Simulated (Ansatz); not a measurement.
Ansatz (a first-principles code) input:
A basis named .json is the Basis Set Exchange file of that set.

Ansatz 0.2 input:
```yaml
crystal:
  periodic: [false, false, false]
  atoms:
    - {symbol: C, position_ang: [1.53627098, 0.57570899, -0.83305057]}
    - {symbol: Si, position_ang: [0.00736039, 0.01516324, 0.00180400]}
    - {symbol: O, position_ang: [-0.56128161, -1.38620737, -0.65972961]}
    - {symbol: O, position_ang: [-1.03178877, 1.27672941, -0.11791325]}
    - {symbol: O, position_ang: [0.19845757, -0.35709723, 1.59053184]}
    - {symbol: H, position_ang: [1.68669272, 1.60143689, -1.14765947]}
    - {symbol: H, position_ang: [2.37386683, -0.08712723, -1.01876658]}
    - {symbol: H, position_ang: [-0.67693740, -1.41683277, -1.61248087]}
    - {symbol: H, position_ang: [-1.81451475, 1.25844256, 0.43913093]}
    - {symbol: H, position_ang: [0.26712377, -1.28985735, 1.80971144]}
basis:
  gaussian:
    orbitals: aug-cc-pV_D+d_Z.json
magnetization: {spin_polarized: true, initial_magnetization: 1}
correlation: {method: ccsd_t, electrons: outside_noble_gas}
output: {forces: true}
```

Q: What final total energy does it print?

A: -555.35851 Eh (CCSD(T)/aug-cc-pV(D+d)Z). The basis has 169 functions.

It need not be the lowest isomer of its formula.
